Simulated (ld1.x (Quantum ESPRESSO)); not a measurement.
**Er TM: all-electron and pseudo phase curves**

Er, norm-conserving Troullier–Martins (Kleinman–Bylander form), made with ld1.x (Quantum ESPRESSO) 7.5 (PBE, fully relativistic). Core [Kr] 4d10 4f11, reference 5s2 5p6 5d1 6s0 6p0 (charge +2). Waves: 5p (bound): rc 1.45 bohr; 5d (bound): rc 2.70 bohr; 5s (bound): rc 2.05 bohr. Local part: the s channel. Core correction: a·sin(br)/r model core inside 1.20 bohr.

Open shells are filled in proportion to 2j + 1 (rel_dist='average').

The phase is arctan(r·u′/u) with u = r·R(r), unwrapped; energies in Ry, scanned from -7 to 5 Ry. A pole is an energy at which the radial function vanishes at the test radius. The pseudo phase is shifted by a multiple of π to meet the all-electron one at the reference energy, and phase errors are pseudo minus all-electron; the curves can meet again beyond the range given. Levels narrower than the energy grid can be missing from the lists of poles.

```
channel  radius (bohr)  reference energy (Ry)  poles, all-electron  poles, pseudo  unbroken range about the reference energy with phases within 0.05 rad  phase error 1 Ry above the reference energy (rad)
      s           2.96                  -5.16          -5.14, 0.93   -5.14, -0.08                                                             below -2.2                                             -0.002
   p1/2           2.96                  -3.53          -3.47, 1.98    -3.47, 1.25                                                             below -1.4                                             -0.005
   p3/2           2.96                  -3.11          -3.01, 2.39    -3.01, 2.10                                                             below -0.6                                             -0.001
   d3/2           2.96                  -1.13          -0.60, 4.55    -0.60, 4.58                                                        the whole range                                             +0.001
   d5/2           2.96                  -1.10          -0.53, 4.66    -0.53, 4.61                                                        the whole range                                             -0.000
```

Phases in the p1/2 channel:

| E (Ry) | all-electron | pseudo |
| --- | --- | --- |
| -7.00 | 1.425 | 1.425 |
| -6.48 | 1.417 | 1.416 |
| -5.96 | 1.407 | 1.407 |
| -5.44 | 1.395 | 1.394 |
| -4.92 | 1.378 | 1.377 |
| -4.40 | 1.351 | 1.351 |
| -3.88 | 1.274 | 1.272 |
| -3.36 | -1.678 | -1.679 |
| -2.84 | -1.790 | -1.793 |
| -2.32 | -1.850 | -1.857 |
| -1.80 | -1.933 | -1.952 |
| -1.28 | -2.093 | -2.161 |
| -0.76 | -2.550 | -2.918 |
| -0.24 | -3.750 | -4.154 |
| 0.28 | -4.352 | -4.511 |
| 0.80 | -4.546 | -4.644 |
| 1.32 | -4.640 | -4.721 |
| 1.84 | -4.700 | -4.780 |
| 2.36 | -4.745 | -4.840 |
| 2.88 | -4.787 | -4.919 |
| 3.40 | -4.833 | -5.062 |
| 3.92 | -4.894 | -5.477 |
| 4.44 | -4.993 | -6.836 |
| 4.96 | -5.226 | -7.461 |
